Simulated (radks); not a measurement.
Tm4+, 65 electrons, occupied as [Xe] 4f11. All-electron calculation, Dirac Kohn-Sham, PBE, spin-unpolarised, spherical densities, finite nucleus; open shells are shared between the two j in proportion to 2j + 1; Fermi nuclear charge, rms radius 5.2256 fm. Program: a radial shooting solver on a logarithmic mesh with Libxc functionals.

Normalised radial functions P(r) = r R(r) (large component), r in bohr:

r	4d3/2	5p1/2	4f5/2
0.001267	0.0001	0.0057	0.0000
0.001452	0.0001	0.0067	0.0000
0.001676	0.0001	0.0079	0.0000
0.001921	0.0001	0.0093	0.0000
0.0022	0.0002	0.0109	0.0000
0.002541	0.0003	0.0131	0.0000
0.002911	0.0004	0.0155	0.0000
0.003336	0.0005	0.0184	0.0000
0.003821	0.0007	0.0220	0.0000
0.004413	0.0010	0.0265	0.0000
0.005056	0.0014	0.0317	0.0000
0.005793	0.0020	0.0380	0.0000
0.00669	0.0028	0.0460	0.0000
0.007665	0.0040	0.0550	0.0000
0.008781	0.0056	0.0656	0.0000
0.01006	0.0080	0.0781	0.0001
0.01162	0.0114	0.0935	0.0001
0.01331	0.0161	0.1102	0.0002
0.01525	0.0225	0.1289	0.0003
0.01761	0.0320	0.1506	0.0005
0.02018	0.0444	0.1724	0.0007
0.02312	0.0612	0.1945	0.0012
0.02649	0.0837	0.2155	0.0019
0.03059	0.1155	0.2342	0.0031
0.03505	0.1548	0.2460	0.0050
0.04015	0.2048	0.2486	0.0078
0.04637	0.2711	0.2375	0.0125
0.05312	0.3470	0.2102	0.0193
0.06086	0.4353	0.1636	0.0293
0.06973	0.5332	0.0967	0.0441
0.08053	0.6410	0.0054	0.0668
0.09226	0.7370	-0.0940	0.0973
0.1057	0.8139	-0.1957	0.1390
0.1221	0.8557	-0.2893	0.1983
0.1399	0.8379	-0.3455	0.2713
0.1602	0.7465	-0.3520	0.3622
0.1836	0.5694	-0.2959	0.4709
0.212	0.2869	-0.1656	0.6028
0.2429	-0.0552	0.0113	0.7374
0.2783	-0.4395	0.2111	0.8733
0.3214	-0.8431	0.4011	1.0062
0.3682	-1.1681	0.5126	1.1087
0.4218	-1.3915	0.5201	1.1766
0.4833	-1.4844	0.4072	1.2015
0.5582	-1.4371	0.1690	1.1782
0.6395	-1.2782	-0.1295	1.1132
0.7326	-1.0488	-0.4457	1.0145
0.8461	-0.7795	-0.7395	0.8852
0.9694	-0.5411	-0.9327	0.7513
1.111	-0.3444	-1.0195	0.6157
1.272	-0.1995	-0.9981	0.4860
1.469	-0.1000	-0.8781	0.3616
1.684	-0.0462	-0.7071	0.2606
1.929	-0.0187	-0.5185	0.1780
2.228	-0.0061	-0.3356	0.1113
2.552	-0.0018	-0.1998	0.0665
2.924	-0.0004	-0.1056	0.0365
3.35	-0.0001	-0.0487	0.0181
3.869	0.0000	-0.0181	0.0075
4.432	0.0000	-0.0059	0.0028

4d3/2: eigenvalue -231.98 eV, 1 radial node at r = 0.238 bohr, <r> = 0.561 bohr, 90 % of the charge inside 0.843 bohr. 5p1/2: eigenvalue -77.364 eV, 3 radial nodes at r = 0.0812, 0.241, 0.604 bohr, <r> = 1.30 bohr, 90 % of the charge inside 1.89 bohr. 4f5/2: eigenvalue -57.379 eV, 0 radial nodes, <r> = 0.707 bohr, 90 % of the charge inside 1.19 bohr.
